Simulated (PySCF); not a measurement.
C₂H₄BF₂N, SMILES FB(N)C(F)=C. Atoms are numbered in the order given.

```xyz
10

C      1.7929    -0.4484     0.5847
C      0.7701     0.2429     0.0770
F      0.9914     1.4740    -0.4085
B     -0.7208    -0.2521    -0.0593
N     -1.2425    -1.2778     0.7274
F     -1.5018     0.3323    -0.9730
H      2.8025    -0.0307     0.6151
H      1.6379    -1.4597     0.9634
H     -0.7344    -1.7140     1.4829
H     -2.1887    -1.6145     0.6058
```
Charge 0, spin multiplicity 1.

Geometry: PBE0-D3(BJ)/def2-SVP. This is a generated structure with no PubChem entry under its InChIKey; it may be hypothetical. One conformer was computed; it need not be the lowest.

Level of theory: PBE/pcSseg-1 (PySCF).

GIAO shieldings, no solvent; atoms listed in one row are averaged. δ = σ(ref) − σ: ¹³C against TMS (σ = 182.0 ppm); ¹⁹F against CFCl3 (σ = 133.6 ppm); ¹¹B against BF3 (σ = 83.9 ppm); ¹⁵N against NH3 (σ = 267.0 ppm); ¹H against TMS (σ = 31.49 ppm), references at their B3LYP-D3(BJ)/def2-TZVP geometries, non-relativistic.

Computed chemical shifts:
```csv
nucleus,atoms,count,δ (ppm)
¹³C,C2,1,177.4
¹³C,C1,1,109.3
¹⁹F,F3,1,-114.8
¹⁹F,F6,1,-142.7
¹¹B,B4,1,12.8
¹⁵N,N5,1,84.8
¹H,H7,1,5.51
¹H,H8,1,5.17
¹H,H9,1,3.34
¹H,H10,1,3.18
```
